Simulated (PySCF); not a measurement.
C$_{4}$H$_{6}$O, singlet, geometry from GFN2-xTB; CISD/def2-SVP run with PySCF.

PySCF was given this input:
```python
from pyscf import gto, scf, ci

mol = gto.M(
    atom='''
C     1.89220437   -0.00750394   -0.14222881
C     0.41896340   -0.09370374   -0.07917622
C    -0.57202078   -0.91914544   -0.43436278
C    -1.53191376    0.07635709    0.15155847
O    -0.38553319    0.88752287    0.48798788
H     2.19108896    0.88056737   -0.69765491
H     2.30515830    0.07226135    0.86256338
H     2.29036772   -0.89285445   -0.63001465
H    -0.67679462   -1.86528358   -0.91687070
H    -2.19251385    0.59580521   -0.54215068
H    -2.07644031   -0.22670273    1.04548061
''',
    basis='def2-svp',
    verbose=4,
    max_memory=1800,
)

mf = scf.RHF(mol)
mf.kernel()

myci = ci.CISD(mf, frozen=5)
myci.kernel()
print('E(CISD) = %.10f' % myci.e_tot)
```

It wrote (shortened):

```
PySCF version 2.14.0

[INPUT] verbose = 4
[INPUT] num. atoms = 11
[INPUT] num. electrons = 38
[INPUT] charge = 0
[INPUT] spin (= nelec alpha-beta = 2S) = 0
[INPUT] symmetry False subgroup None
[INPUT] Mole.unit = angstrom
[INPUT] Symbol           X                Y                Z      unit          X                Y                Z       unit  Magmom
[INPUT]  1 C      1.892204370000  -0.007503940000  -0.142228810000 AA    3.575748031005  -0.014180391455  -0.268773497923 Bohr   0.0
[INPUT]  2 C      0.418963400000  -0.093703740000  -0.079176220000 AA    0.791726082217  -0.177074405447  -0.149621371378 Bohr   0.0
[INPUT]  3 C     -0.572020780000  -0.919145440000  -0.434362780000 AA   -1.080962611760  -1.736933150243  -0.820826692905 Bohr   0.0
[INPUT]  4 C     -1.531913760000   0.076357090000   0.151558470000 AA   -2.894897452853   0.144293987769   0.286404000158 Bohr   0.0
[INPUT]  5 O     -0.385533190000   0.887522870000   0.487987880000 AA   -0.728552141030   1.677175153588   0.922163445307 Bohr   0.0
[INPUT]  6 H      2.191088960000   0.880567370000  -0.697654910000 AA    4.140558048958   1.664031163529  -1.318376709358 Bohr   0.0
[INPUT]  7 H      2.305158300000   0.072261350000   0.862563380000 AA    4.356117860768   0.136554160891   1.630008553279 Bohr   0.0
[INPUT]  8 H      2.290367720000  -0.892854450000  -0.630014650000 AA    4.328167715345  -1.687250379599  -1.190555142964 Bohr   0.0
[INPUT]  9 H     -0.676794620000  -1.865283580000  -0.916870700000 AA   -1.278956474379  -3.524875110848  -1.732634514638 Bohr   0.0
[INPUT] 10 H     -2.192513850000   0.595805210000  -0.542150680000 AA   -4.143250700816   1.125908670489  -1.024516303447 Bohr   0.0
[INPUT] 11 H     -2.076440310000  -0.226702730000   1.045480610000 AA   -3.923903499907  -0.428406071391   1.975672021443 Bohr   0.0

nuclear repulsion = 170.855523564062
number of shells = 48
number of NR pGTOs = 162
number of NR cGTOs = 100
basis = def2-svp
ecp = {}

******** <class 'pyscf.scf.hf.RHF'> ********
method = RHF
initial guess = minao
damping factor = 0
level_shift factor = 0
DIIS = <class 'pyscf.scf.diis.CDIIS'>
diis_start_cycle = 1
diis_space = 8
diis_damp = 0
SCF conv_tol = 1e-09
SCF conv_tol_grad = None
SCF max_cycles = 50
direct_scf = True
direct_scf_tol = 1e-13
Set gradient conv threshold to 3.16228e-05
Initial guess from minao.
init E= -230.784435158432
  HOMO = -0.212262438395867  LUMO = 0.088981682318134  gap/eV = 8.19727
cycle= 1 E= -229.489087355695  delta_E=  1.3  |g|= 0.586  |ddm|=  3.3
  HOMO = -0.337072232195327  LUMO = 0.144439691330563  gap/eV = 13.10261
cycle= 2 E= -229.561450676229  delta_E= -0.0724  |g|= 0.315  |ddm|= 0.72
  HOMO = -0.332493491771998  LUMO = 0.175588288830813  gap/eV = 13.82561
cycle= 3 E= -229.580599107929  delta_E= -0.0191  |g|= 0.0716  |ddm|= 0.294
  HOMO = -0.330974672395952  LUMO = 0.179509275784145  gap/eV = 13.89098
cycle= 4 E= -229.582021352456  delta_E= -0.00142  |g|= 0.0171  |ddm|= 0.104
  HOMO = -0.332537490416115  LUMO = 0.178437567745233  gap/eV = 13.90434
cycle= 5 E= -229.582112769649  delta_E= -9.14e-05  |g|= 0.00476  |ddm|= 0.025
  HOMO = -0.332476054210444  LUMO = 0.178813785209579  gap/eV = 13.91291
cycle= 6 E= -229.582122439683  delta_E= -9.67e-06  |g|= 0.0016  |ddm|= 0.00821
  HOMO = -0.33242718875239  LUMO = 0.178847488737387  gap/eV = 13.91249
cycle= 7 E= -229.582123955644  delta_E= -1.52e-06  |g|= 0.000643  |ddm|= 0.00319
  HOMO = -0.332457389624166  LUMO = 0.178879722196135  gap/eV = 13.91419
cycle= 8 E= -229.582124198589  delta_E= -2.43e-07  |g|= 0.000153  |ddm|= 0.00133
  HOMO = -0.332462977763349  LUMO = 0.178878300599657  gap/eV = 13.91430
cycle= 9 E= -229.58212421789  delta_E= -1.93e-08  |g|= 5.43e-05  |ddm|= 0.000427
  HOMO = -0.332463096920827  LUMO = 0.178879845806681  gap/eV = 13.91435
cycle= 10 E= -229.582124219734  delta_E= -1.84e-09  |g|= 2.25e-05  |ddm|= 0.000119
  HOMO = -0.332464442962213  LUMO = 0.178878782122613  gap/eV = 13.91436
cycle= 11 E= -229.582124220129  delta_E= -3.95e-10  |g|= 7.6e-06  |ddm|= 6.1e-05
  HOMO = -0.332464390751032  LUMO = 0.178879117648468  gap/eV = 13.91437
Extra cycle  E= -229.582124220164  delta_E= -3.48e-11  |g|= 3.59e-06  |ddm|= 1.34e-05
converged SCF energy = -229.582124220164

******** <class 'pyscf.ci.cisd.RCISD'> ********
CISD nocc = 14, nmo = 95
frozen orbitals 5
max_cycle = 50
direct = 0
conv_tol = 1e-09
max_cycle = 50
max_space = 12
lindep = 0
nroots = 1
Init t2, MP2 energy = -0.721579987329368
RCISD converged
E(RCISD) = -230.2222545407324  E_corr = -0.6401303205683062
E(CISD) = -230.2222545407
```
